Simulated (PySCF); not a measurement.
Relaxation of quartet VI₂

These are results of UPBE/[V def2-SVP, I def2-SVP with ECP28], scalar-relativistic core potentials, density fitting, no spin–orbit coupling, PySCF, not measurements. A (50,194) grid was used.

A hand-made bent start, of C2v symmetry, held to at least that symmetry:

```xyz
3
charge 0 multiplicity 4, angstrom
V     0.0000    0.0000   -1.2754
I     2.1871    0.0000    0.2560
I    -2.1871    0.0000    0.2560
```

Optimiser trace:
```json
{"step": "0", "E − E(last) (kJ/mol)": "40.52", "largest gradient (Eh/bohr)": "0.02807"}
{"step": "1", "E − E(last) (kJ/mol)": "27.32", "largest gradient (Eh/bohr)": "0.01839"}
{"step": "2", "E − E(last) (kJ/mol)": "16.46", "largest gradient (Eh/bohr)": "0.00493"}
{"step": "3", "E − E(last) (kJ/mol)": "13.72", "largest gradient (Eh/bohr)": "0.00510"}
{"step": "4", "E − E(last) (kJ/mol)": "6.63", "largest gradient (Eh/bohr)": "0.00600"}
{"step": "5", "E − E(last) (kJ/mol)": "4.97", "largest gradient (Eh/bohr)": "0.00651"}
{"step": "6", "E − E(last) (kJ/mol)": "3.56", "largest gradient (Eh/bohr)": "0.00601"}
{"step": "7", "E − E(last) (kJ/mol)": "1.75", "largest gradient (Eh/bohr)": "0.00205"}
{"step": "8", "E − E(last) (kJ/mol)": "1.20", "largest gradient (Eh/bohr)": "0.00097"}
{"step": "9", "E − E(last) (kJ/mol)": "0.52", "largest gradient (Eh/bohr)": "0.00108"}
{"step": "10", "E − E(last) (kJ/mol)": "0.23", "largest gradient (Eh/bohr)": "0.00234"}
{"step": "11", "E − E(last) (kJ/mol)": "0.05", "largest gradient (Eh/bohr)": "0.00116"}
{"step": "12", "E − E(last) (kJ/mol)": "0.00", "largest gradient (Eh/bohr)": "0.00017"}
{"step": "13", "E − E(last) (kJ/mol)": "0.00", "largest gradient (Eh/bohr)": "0.00009"}
```

It ends at D∞h with V–I 2.558 Å (×2); I–V–I 180.0°. A frequency run shows a minimum.

Open d and f shells are described by one determinant, and the ground state may have another occupation or spin. With an element this heavy the missing spin–orbit coupling can shift these numbers.

The relaxation took of the order of 120 core-seconds on a shared host.
